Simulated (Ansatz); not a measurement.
System: sum formula BeHCl, charge 0, multiplicity 1. 
Structure (B3LYP-D3(BJ)/def2-TZVP (Ansatz, an electronic-structure program) minimum search):
```
Be
H 1 1.3227
Cl 1 1.8058 2 180.00
```

Property: vertical ionisation energy (to the doublet state of charge +1; each state is the SCF solution reached for its spin), in eV. Valence correlation only, unless marked. Open shells are spin-unrestricted. Spin-orbit coupling is left out. Non-relativistic. Basis-set limits of correlation are two-point, X^-3; Hartree-Fock from the larger set.

| level | program | vertical ionisation energy (eV) |
|---|---|---|
| SVWN5/def2-TZVPD | Ansatz | 12.01 |

Estimate the value at CCSD(T)/CBS(def2-TZVPPD,def2-QZVPPD) as computed with Ansatz.

12.71 eV, so SVWN5/def2-TZVPD differs from it by -0.70 eV.
